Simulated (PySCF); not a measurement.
## SnS and its ions

RHF-CCSD(T); basis Sn def2-SVP with ECP28, S def2-SVP; scalar-relativistic core potentials; PySCF 2.14. Neutral (RHF): singlet (closed shell), Re = 2.249 Å, ωe = 471 cm⁻¹, De = 4.39 eV.

SnS⁺ (UHF): doublet (π ↑), Re = 2.411 Å, ωe = 376 cm⁻¹, De = 2.65 eV to Sn⁺ + S. The energies at the minima are -611.03748 hartree for SnS and -610.71158 for SnS⁺.

(1) Work out the adiabatic ionisation energy, without and with harmonic zero-point energies (1 hartree = 27.2114 eV, 1 eV = 8065.5 cm⁻¹), and the change of the bond length.

Correlated steps freeze 9 core orbitals. Correlated levels converge slowly with the basis: in double zeta they bind strong bonds too weakly, by up to about 1 eV, and carry superposition errors of some tenths. Spin–orbit coupling is left out, which matters for elements this heavy, above all for dissociation energies. For an ion De counts to the pair picked by the measured ionisation energies or electron affinities, which need not be the lowest pair at this level. Where the molecule has an RHF reference, its open-shell atoms are computed with UHF. The CCSD T1 diagnostic is raised in SnS, a sign that a single reference may not be enough there. States were picked by a PBE0 search and need not be the measured ground states.

Neutral and ion stand on different kinds of reference determinant, which adds to the error of the difference.

Results:

(1) At CCSD(T): 0.32590 hartree = 8.868 eV between the minima; the zero-point term (376.0 − 471.0)/2 cm⁻¹ = -0.006 eV makes it 8.862 eV. Re changes by +16.2 pm against the neutral. The electron leaves a π orbital, and the longer bond of the ion fits a bonding orbital, or a change in how ionic the bond is.
